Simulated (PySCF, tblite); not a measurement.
Compound: C₄H₆F₂O₂S.
Geometry (GFN2-xTB, Å), atoms numbered from 1 in this order:
```xyz
15
C4H6F2O2S angstrom
C     -0.9166    1.6775    0.5256
C     -0.7139    0.4476    0.1030
C     -1.5218   -0.7623    0.4390
F     -2.5607   -0.4779    1.2555
F     -0.7565   -1.6673    1.1092
S      0.6213    0.0842   -1.0695
C      1.9488   -0.6176   -0.0608
O      0.1186   -0.9175   -1.9668
O      1.0718    1.3311   -1.6167
H     -0.2718    2.4636    0.1704
H     -1.7158    1.9366    1.2022
H     -1.9054   -1.2586   -0.4654
H      2.7664   -0.8576   -0.7298
H      2.2511    0.1357    0.6547
H      1.5801   -1.5097    0.4274
```

Level of theory: PBE0/pcSseg-1 in PySCF (dipole) on a GFN2-xTB geometry, gas phase.

Masses are those of the commonest isotopes; rigid-rotor values at the optimised geometry. The values belong to one conformer with, in the numbering `[CH2:1]=[C:2]([CH:3]([F:4])[F:5])[S:6]([CH3:7])(=[O:8])=[O:9]`, C1–C2–C3–F4 1°, C1–C2–S6–C7 101°.

Give the principal moments of inertia and the rotational constants in MHz.

Ia = 218.06, Ib = 475.53, Ic = 553.12 u·Å²; 505379 MHz·u·Å²/I gives A = 2318, B = 1063, C = 913.7 MHz.

Classify the top.

An asymmetric top: κ = (2 × 1063 − 2318 − 913.7)/(2318 − 913.7) = -0.79.

What does the inertial defect say?

Not planar: Δ = Ic − Ia − Ib = -140.47 u·Å². For a rigid frame Δ = −2 Σ m c², so Σ m c² = 70.23 u·Å² lies off the ab plane: 10.86 from hydrogen and 59.38 from heavier atoms. The atom farthest from that plane is 2.17 Å away.

Give the other two planar moments, Paa and Pbb, and the rms extents of the mass along the axes.

Paa = Σ m a² = (Ib + Ic − Ia)/2 = 405.29 and Pbb = Σ m b² = (Ia + Ic − Ib)/2 = 147.83 u·Å². With the mass M = 156.01 u, the rms extents √(P/M) along a, b and c are 1.61, 0.97, 0.67 Å.

Where do the levels up to J = 2 lie, in MHz?

Above 0(0,0):
J = 1: 1(0,1) 1976, 1(1,1) 3231, 1(1,0) 3380
J = 2: 2(0,2) 5917, 2(1,2) 7035, 2(1,1) 7482, 2(2,1) 11247, 2(2,0) 11259

Predict some low-J microwave lines.

The dipole components are |μa| = 1.03 D, |μb| = 0.39 D, |μc| = 2.77 D. Intensities carry the squares of the components, which stand as 0.14 : 0.02 : 1.00 (a : b : c). Some lines, for components of 0.1 D or more:

```json
{"type": "b", "branch": "Q", "J(Ka,Kc)": "1(1,0) ← 1(0,1)", "MHz": "1404", "lower level (cm⁻¹)": "0.066"}
{"type": "b", "branch": "R", "J(Ka,Kc)": "2(0,2) ← 1(1,1)", "MHz": "2686", "lower level (cm⁻¹)": "0.108"}
{"type": "c", "branch": "R", "J(Ka,Kc)": "1(1,0) ← 0(0,0)", "MHz": "3380", "lower level (cm⁻¹)": "0.000"}
{"type": "c", "branch": "Q", "J(Ka,Kc)": "2(2,1) ← 2(1,1)", "MHz": "3765", "lower level (cm⁻¹)": "0.250"}
{"type": "b", "branch": "Q", "J(Ka,Kc)": "2(2,0) ← 2(1,1)", "MHz": "3777", "lower level (cm⁻¹)": "0.250"}
{"type": "a", "branch": "R", "J(Ka,Kc)": "2(0,2) ← 1(0,1)", "MHz": "3940", "lower level (cm⁻¹)": "0.066"}
{"type": "a", "branch": "R", "J(Ka,Kc)": "2(1,1) ← 1(1,0)", "MHz": "4102", "lower level (cm⁻¹)": "0.113"}
{"type": "b", "branch": "Q", "J(Ka,Kc)": "2(2,1) ← 2(1,2)", "MHz": "4212", "lower level (cm⁻¹)": "0.235"}
{"type": "c", "branch": "R", "J(Ka,Kc)": "2(1,1) ← 1(0,1)", "MHz": "5506", "lower level (cm⁻¹)": "0.066"}
{"type": "c", "branch": "R", "J(Ka,Kc)": "2(2,1) ← 1(1,1)", "MHz": "8016", "lower level (cm⁻¹)": "0.108"}
{"type": "b", "branch": "R", "J(Ka,Kc)": "2(2,0) ← 1(1,1)", "MHz": "8028", "lower level (cm⁻¹)": "0.108"}
```

Its GFN2-xTB frequencies are all real (lowest 43 cm⁻¹). Zero-point vibration and centrifugal distortion are left out. A rigid rotor knows nothing of internal rotation, which can split or shift real lines.
